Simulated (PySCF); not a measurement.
B(Br)2(OH) (BBr2HO), SMILES OB(Br)Br. Atoms are numbered in the order given.

```xyz
5

B      0.6482    -0.0105     0.0000
Br    -0.3211     1.6541     0.0000
Br    -0.2932    -1.6692     0.0000
O      1.9842    -0.0329     0.0000
H      2.3849     0.8448     0.0000
```
Charge 0, spin multiplicity 1.

The structure is a stationary point at PBE0-D3(BJ)/def2-SVP. Other conformers were not sampled.

Calculation: KT2/pcSseg-1 in PySCF.

GIAO shieldings, no solvent; atoms alike by connectivity are averaged. δ = σ(ref) − σ: ¹¹B against BF3 (σ = 89.8 ppm); ¹⁷O against H2O (σ = 330.4 ppm); ¹H against TMS (σ = 31.47 ppm), references at their B3LYP-D3(BJ)/def2-TZVP geometries, non-relativistic (without spin–orbit terms, shifts of atoms bonded to Cl or Br come out too high).

Computed chemical shifts:
| nucleus | atoms | count | δ (ppm) |
|---|---|---|---|
| ¹¹B | B1 | 1 | 27.8 |
| ¹⁷O | O4 | 1 | 210.5 |
| ¹H | H5 | 1 | 6.07 |
